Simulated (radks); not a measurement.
The numbers below are computed, except where a source is named.
Dy+, 65 electrons, occupied as [Xe] 4f10 6s1. Code: a radial shooting solver on a logarithmic mesh with Libxc functionals. Model: Dirac Kohn-Sham, PW91, spin-unpolarised, spherical densities, point nucleus; open shells fill j = l - 1/2 first.

Spin-orbit splittings of the eigenvalues, e(l+1/2) - e(l-1/2), with zeta = 2 splitting/(2l+1) and mean radii in bohr:

2p: occ. 6; splitting (eV) 800.5; zeta (eV) 533.7; <r> j=l-1/2 0.07437; <r> j=l+1/2 0.08143
3p: occ. 6; splitting (eV) 166.2; zeta (eV) 110.8; <r> j=l-1/2 0.2238; <r> j=l+1/2 0.2371
3d: occ. 10; splitting (eV) 36.30; zeta (eV) 14.52; <r> j=l-1/2 0.2096; <r> j=l+1/2 0.2138
4p: occ. 6; splitting (eV) 37.16; zeta (eV) 24.77; <r> j=l-1/2 0.5404; <r> j=l+1/2 0.5710
4d: occ. 10; splitting (eV) 6.725; zeta (eV) 2.690; <r> j=l-1/2 0.6037; <r> j=l+1/2 0.6146
4f: occ. 10; splitting (eV) 0.8765; zeta (eV) 0.2504; <r> j=l-1/2 0.8661; <r> j=l+1/2 0.8866
5p: occ. 6; splitting (eV) 4.694; zeta (eV) 3.129; <r> j=l-1/2 1.471; <r> j=l+1/2 1.577
5d: occ. 0; splitting (eV) 0.2644; zeta (eV) 0.1058; <r> j=l-1/2 2.745; <r> j=l+1/2 2.831
6p: occ. 0; splitting (eV) 0.3791; zeta (eV) 0.2528; <r> j=l-1/2 4.679; <r> j=l+1/2 4.945
